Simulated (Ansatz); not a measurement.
Program: Ansatz. Geometries: PBE0-D4/def2-TZVP. ΔE: electronic, gas phase. CCSD(T)/CBS adds triple-zeta CCSD(T) − MP2 to the extrapolated MP2 energy (def2 sets, frozen cores). DFT in def2-TZVPP. B3LYP here is the variant with VWN-RPA as its local correlation; programs differ in this. For Ga, Ge outer-core shells are correlated without core-valence functions, which leaves a few kJ/mol of doubt a bond. Scalar relativity is left out up to krypton. One conformer a species, not always the lowest.

Reaction (ligand exchange at a Ga–O bond): `[F][GaH][O][GeH3]` + silanol → `[F][GaH][O][SiH3]` + `[OH][GeH3]`

| level | ΔE (kJ/mol) | difference from CCSD(T)/CBS |
| --- | --- | --- |
| PBE-D4 | -1.2 | 0.3 |
| BLYP-D4 | -1.6 | -0.1 |
| B97M-V | -2.1 | -0.6 |
| B3LYP-D4 | -2.7 | -1.2 |
| r2SCANh-D4 | -2.2 | -0.7 |
| r2SCAN0-D4 | -2.9 | -1.4 |
| CAM-B3LYP-D4 | -2.9 | -1.4 |
| ωB97M-V | -2.4 | -0.9 |
| PBE-QIDH | -2.5 | -1.0 |
| r2SCAN | -1.8 | -0.3 |
| PBE0 | -2.9 | -1.4 |
| BHLYP | -4.4 | -2.9 |
| MP2/def2-SVP | -0.7 | 0.8 |
| CCSD/def2-SVP | -2.4 | -0.9 |
| SCS-MP2/def2-QZVPP | -2.1 | -0.6 |
| MP2/CBS(def2) | -0.6 | 0.9 |
| CCSD(T)/CBS | -1.5 | 0 |

Largest T1 diagnostic among the species: 0.014.

Leaving LDA and LC-ωPBE aside and taking each functional with its dispersion term where it has one, the values, not all of them listed here, spread over 2.7 kJ/mol, from BHLYP-D4 to PBE-D4. In def2-TZVPP, CCSD(T) changes the Hartree–Fock value by +4.7 kJ/mol (the triples alone add +1.0 kJ/mol) and MP2 by +5.5 kJ/mol.

CCSD(T)/CBS has its own doubt, a few kJ/mol and more with outer-core shells, so smaller differences from it don't rank the levels.
